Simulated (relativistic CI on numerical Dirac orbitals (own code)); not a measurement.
W⁴⁺ (5d2) in a crystal field

Calculated by Dirac-Coulomb-Breit CI, orbitals from a KLI potential per configuration, QED by a radiative potential, valence Slater integrals scaled by 0.7, one configuration in a parametric crystal field (own radial code).

Field parameters in Wybourne normalisation: Oh B⁴₀ = 21Dq, B⁴₄ = √(5/14) B⁴₀. The field is a parameter set, without covalency.

S is read from ⟨S²⟩ = S(S + 1).

Site symmetry Oh; labels are those of the double group. Computed levels in cm⁻¹ above the lowest, in rising order:

```
Δ (size of 10Dq)  Lowest   No. 2    No. 3    No. 4     No. 5     No. 6     No. 7     No. 8
            8500       E  735 T2  5478 T1  7337 A1   9122 T2  10829 A2   12523 E  13313 T1
           15300       E  524 T2  4898 T1  6227 A1  10767 T2   11995 E  16480 A2  17989 T2
           22100       E  375 T2  4516 T1  5624 A1  10990 T2   11618 E  21859 A1  22657 A2
           28900       E  284 T2  4268 T1  5256 A1  10959 T2   11367 E  22323 A1  29077 A2
           35700       E  225 T2  4098 T1  5010 A1  10892 T2   11193 E  22514 A1  35623 A2
           42500       E  184 T2  3975 T1  4836 A1  10829 T2   11066 E  22614 A1  42243 A2
```

Ground-state S against |10Dq| in cm⁻¹: 8500: 0.96, 15300: 0.96, 22100: 0.96, 28900: 0.97, 35700: 0.97, 42500: 0.97.

No abrupt spin change occurs in this range.
